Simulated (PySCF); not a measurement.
# Spinor energies of Ba¹⁹⁺ (barium, charge +19)

Start: [Kr] 4d1; 4d3/2 filled at m_j = +3/2. Calculated with PySCF 2.14 in an even-tempered Gaussian basis (18 s from 1.2 bohr⁻², ratio 2.8; 14 p from 1.5 bohr⁻², ratio 2.8; 9 d from 1.5 bohr⁻², ratio 2.8; 4 f from 5.3 bohr⁻², ratio 3): generalised Hartree-Fock with the X2C-1e Hamiltonian and a Gaussian nucleus; spin-orbit coupling (SO) screened by Boettger's factors.

```json
{"spinor shell": "1s1/2", "electrons": "2", "ε, screened SO (eV)": "-38120.4", "weight of nominal j (screened SO)": "1.000", "rms radius, screened SO (bohr)": "0.0292"}
{"spinor shell": "2s1/2", "electrons": "2", "ε, screened SO (eV)": "-6550.0", "weight of nominal j (screened SO)": "1.000", "rms radius, screened SO (bohr)": "0.119"}
{"spinor shell": "2p1/2", "electrons": "2", "ε, screened SO (eV)": "-6187.2", "weight of nominal j (screened SO)": "1.000", "rms radius, screened SO (bohr)": "0.102"}
{"spinor shell": "2p3/2", "electrons": "4", "ε, screened SO (eV)": "-5801.0", "weight of nominal j (screened SO)": "1.000", "rms radius, screened SO (bohr)": "0.108"}
{"spinor shell": "3s1/2", "electrons": "2", "ε, screened SO (eV)": "-1797.3", "weight of nominal j (screened SO)": "1.000", "rms radius, screened SO (bohr)": "0.310"}
{"spinor shell": "3p1/2", "electrons": "2", "ε, screened SO (eV)": "-1645.0", "weight of nominal j (screened SO)": "1.000", "rms radius, screened SO (bohr)": "0.301"}
{"spinor shell": "3p3/2", "electrons": "4", "ε, screened SO (eV)": "-1566.9", "weight of nominal j (screened SO)": "1.000", "rms radius, screened SO (bohr)": "0.312"}
{"spinor shell": "3d3/2", "electrons": "4", "ε, screened SO (eV)": "-1302.9", "weight of nominal j (screened SO)": "1.000", "rms radius, screened SO (bohr)": "0.283"}
{"spinor shell": "3d5/2", "electrons": "6", "ε, screened SO (eV)": "-1285.4", "weight of nominal j (screened SO)": "1.000", "rms radius, screened SO (bohr)": "0.287"}
{"spinor shell": "4s1/2", "electrons": "2", "ε, screened SO (eV)": "-696.88", "weight of nominal j (screened SO)": "1.000", "rms radius, screened SO (bohr)": "0.668"}
{"spinor shell": "4p1/2", "electrons": "2", "ε, screened SO (eV)": "-633.84", "weight of nominal j (screened SO)": "0.998", "rms radius, screened SO (bohr)": "0.683"}
{"spinor shell": "4p3/2", "electrons": "4", "ε, screened SO (eV)": "-611.37", "weight of nominal j (screened SO)": "0.999", "rms radius, screened SO (bohr)": "0.705"}
{"spinor shell": "4d3/2", "electrons": "1", "ε, screened SO (eV)": "-520.61", "weight of nominal j (screened SO)": "1.000", "rms radius, screened SO (bohr)": "0.725"}
```

| quantity | screened SO |
| --- | --- |
| E (hartree) | -7987.98217 |
| M_J | 3/2 |
| ⟨J²⟩ | 3.752 |
| ⟨L²⟩ | 6.028 |
| ⟨S²⟩ | 0.775 |

Each row is a mean over spinors that exchange with the open shell spreads, by up to 8.649 eV (4p1/2).

Breit and QED terms are absent; they matter most for the inner s and p1/2 levels.

Densities and radii are taken from the X2C orbitals without a picture-change correction, which distorts them close to the nucleus.
